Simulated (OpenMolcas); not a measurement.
# P I: RASPT2 settings compared

```
Program             : OpenMolcas 26.06
Basis               : ANO-RCC-VTZP [5s4p2d1f]
Scalar Hamiltonian  : X2C, point nucleus
Active space        : 5 electrons in 9 orbitals (RAS2 3s 3p; RAS3 3d, at most 2 electrons)
State averaging     : 2S+1 = 4 odd, 1 root; 2S+1 = 2 odd, 8 roots kept (CI in the orbitals of an earlier block); 2S+1 = 2 even, 5 roots
Spin-orbit coupling : RASSI with atomic mean-field integrals over the reference wave functions, term energies averaged over their components
```

Methods on the same reference wave functions:
A. RASSCF
B. SS-RASPT2, IPEA 0.3 Eh, imaginary shift 0.1 Eh (closed shells correlated: 2s 2p)
C. XMS-RASPT2, IPEA 0.35 Eh, real shift 0.2 Eh (closed shells correlated: 2s 2p)
D. XMS-RASPT2, IPEA 0.6 Eh, imaginary shift 0.25 Eh (closed shells correlated: 2s 2p)

Energies in cm⁻¹ above 3s² 3p³ ⁴S°_3/2, the measured ground level; measured values from NIST Handbook of Basic Atomic Spectroscopic Data.

| Level | A | B | C | D | Measured |
| --- | --- | --- | --- | --- | --- |
| 3s² 3p³ ⁴S°_3/2 | 0.0 | 0.0 | 0.0 | 0.0 | 0.0 |
| 3s² 3p³ ²D°_3/2 | 14725 | 12190 | 12220 | 12260 | 11361 |
| 3s² 3p³ ²D°_5/2 | 14732 | 12190 | 12230 | 12270 | 11377 |
| 3s² 3p³ ²P°_1/2 | 23000 | 19890 | 20060 | 20230 | 18723 |
| 3s² 3p³ ²P°_3/2 | 23003 | 19890 | 20070 | 20240 | 18748 |

Deviations, from unrounded energies. A percentage is the sum of absolute deviations over the sum of measured energies, with the sign that they share, or ± where signs differ.

| Against measurement | Levels | A | B | C | D |
| --- | --- | --- | --- | --- | --- |
| mean absolute deviation (cm-1) | 4 | 3800 | 990 | 1100 | 1200 |
| other terms of the ground configuration (%) | 4 | +25.3 | +6.6 | +7.3 | +7.9 |

B lies closest to measurement on these levels and A furthest from it. The largest miss of B in the table is 3s² 3p³ ²P°_1/2, by +1200 cm-1. The ranking rests on the paired levels alone, and a cruder setting can come out closer through cancelling errors.

Among B to D the level of the table that moves most is 3s² 3p³ ²P°_1/2, by 350 cm-1 (lowest in B, highest in D). Moves below CASPT2's spread within the term are not significant.

From A to B the spin-free energies of the other terms of 3s² 3p³ shown, above ⁴S°, scale by factors of 0.83 to 0.86.

The lowest spin-free term lies below A's lowest term by 0.045 hartree in B, 0.045 hartree in C, 0.044 hartree in D.

Term energies are means over components that CASPT2 splits; among the terms shown or strongly mixed into the levels shown the widest spread is 80 cm-1 (3s² 3p³ ²D°, D). Terms from blocks run as CI alone lack orbitals of their own. Active for correlation alone: 3d; no level in the range computed is led by a configuration that fills it, so any true level of that kind is missing. Without dynamic correlation excited terms often stand tens of per cent too high (terms of higher spin than the ground term too low), and those without a measured partner can miss by more than the paired ones (holds for A). Measured partners are found by configuration, term and J. A level has none where our copy of the source lacks it or the pairing is in doubt (some pairs that miss far off the trend of their configuration count as doubtful), and it then counts in no deviation. Levels of configurations outside the active space are missing. The table leaves out levels that lie high or whose names do not pair safely across all columns.

° marks odd parity.
